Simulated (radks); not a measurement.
Pr9+, 50 electrons, occupied as [Kr] 4d10 4f2 5s2.

Method: scalar-relativistic Kohn-Sham, SCAN, spin-polarised, spherical densities, finite nucleus; open shells are filled with parallel spins first (spin-orbit coupling, left out, can overturn this in heavy ions); meta-GGA in the generalised Kohn-Sham scheme; Fermi nuclear charge, rms radius 4.8919 fm; computed with a radial shooting solver on a logarithmic mesh with Libxc functionals.

Energy parts (hartree):
part                       energy
total                  -9217.8242
kinetic                 9791.0819
electron-nucleus      -22117.9197
Hartree                 3321.5749
exchange-correlation    -212.5613

Orbitals (lengths in bohr, moments of r in powers of bohr; r(max) is where P^2 peaks):
| orbital | occ. | eigenvalue (hartree) | <r^2> | <r> | r(max) |
|---|---|---|---|---|---|
| 1s down | 1 | -1544.016 | 0.0007898 | 0.02410 | 0.01541 |
| 1s up | 1 | -1544.015 | 0.0007898 | 0.02410 | 0.01541 |
| 2s up | 1 | -253.2514 | 0.01252 | 0.1030 | 0.08715 |
| 2s down | 1 | -253.2508 | 0.01252 | 0.1030 | 0.08715 |
| 2p up | 3 | -226.9778 | 0.01001 | 0.09054 | 0.07029 |
| 2p down | 3 | -226.9776 | 0.01001 | 0.09054 | 0.07029 |
| 3s up | 1 | -58.77567 | 0.08440 | 0.2718 | 0.2486 |
| 3s down | 1 | -58.74439 | 0.08432 | 0.2716 | 0.2486 |
| 3p up | 3 | -50.38733 | 0.08456 | 0.2701 | 0.2436 |
| 3p down | 3 | -50.35522 | 0.08447 | 0.2699 | 0.2435 |
| 3d up | 5 | -38.63482 | 0.07216 | 0.2475 | 0.2008 |
| 3d down | 5 | -38.60860 | 0.07205 | 0.2473 | 0.2007 |
| 4s up | 1 | -15.63989 | 0.4331 | 0.6200 | 0.5786 |
| 4s down | 1 | -15.55678 | 0.4333 | 0.6202 | 0.5782 |
| 4p up | 3 | -12.87010 | 0.4865 | 0.6548 | 0.6033 |
| 4p down | 3 | -12.78567 | 0.4868 | 0.6550 | 0.6030 |
| 4d up | 5 | -8.88936 | 0.5884 | 0.7140 | 0.6323 |
| 4d down | 5 | -8.80124 | 0.5892 | 0.7144 | 0.6321 |
| 5s up | 1 | -5.63706 | 1.986 | 1.337 | 1.267 |
| 5s down | 1 | -5.57904 | 2.005 | 1.343 | 1.273 |
| 4f up | 2 | -4.60535 | 0.8997 | 0.8650 | 0.6544 |

The highest occupied level is 4f up at -125.32 eV. Spin moment in Bohr magnetons: 2. For comparison, the ionisation energy in NIST's Atomic Spectra Database is 148 eV (theoretical). In exact Kohn-Sham theory the highest level is minus the ionisation energy, but local and semilocal functionals leave it too shallow, through self-interaction and a potential that decays too fast; potentials with the right tail come closer. Summed over all electrons, <r^2> = 16.95 bohr^2, which gives a Langevin (diamagnetic) susceptibility term of -13.4 x 10^-6 cm^3/mol. The spin density at the nucleus is -1.000 e/bohr^3 (1s 0.027, 2s -0.282, 3s -4.970, 4s 0.990, 5s 3.236). The density falls to 0.001 e/bohr^3 at r = 2.52 bohr. The electron density at the nucleus is 4.335e+05 e/bohr^3 (large components only).

Empty levels of this run are not shown, since the potential may be unsettled where no density lies.
